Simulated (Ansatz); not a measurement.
Sn2Br4, relaxed as a singlet with RKS PBE0-D4/def2-SVP in Ansatz, starting from the GFN2-xTB geometry. Force threshold 0.02 eV/Å.

In the def2 sets Sn takes a core potential; there is no spin–orbit coupling. Another isomer (singlet) lies 0.09 eV lower at PBE0-D4/def2-TZVP; other spin states weren't run for this one.

Start:

Cartesian coordinates in Å:
```
Sn 0.2612 0.6438 2.1313
Sn -1.4846 -1.0477 -1.3118
Br -1.5850 1.4009 0.1305
Br 0.3857 -0.5085 -2.8965
Br 2.3825 1.4242 1.0401
Br 0.0402 -1.9126 0.9064
```

| step | energy (eV) | largest force component (eV/Å) | SCF passes |
| --- | --- | --- | --- |
| 1 | -291789.8090 | 0.409 | 16 |
| 2 | -291789.8508 | 0.206 | 18 |
| 3 | -291789.8589 | 0.022 | 20 |
| 4 | -291789.8593 | 0.012 | 14 |
| 5 | -291789.8610 | 0.041 | 19 |
| 6 | -291789.8631 | 0.061 | 19 |
| 7 | -291789.8639 | 0.031 | 20 |
| 8 | -291789.8644 | 0.006 | 21 |

Force components are those of the run's own axes.

End:

```xyz
6

Sn    0.233    0.609    2.065
Sn   -1.451   -1.013   -1.249
Br   -1.635    1.408    0.141
Br    0.560   -0.354   -2.639
Br    2.276    1.296    0.737
Br    0.017   -1.945    0.944
```

By distances, no bond broke or formed. The bond that changes most is Sn2–Br3, from 2.84 to 2.80 Å (atoms count from 1).

The force fell under the threshold at step 4, but the optimiser went on and released 0.005 eV more. No frequencies were taken in this run, so the end may be a saddle point.

Run time 54 s (4 threads of Arm Neoverse V1 on a shared host), peak host memory 0.79 GiB.
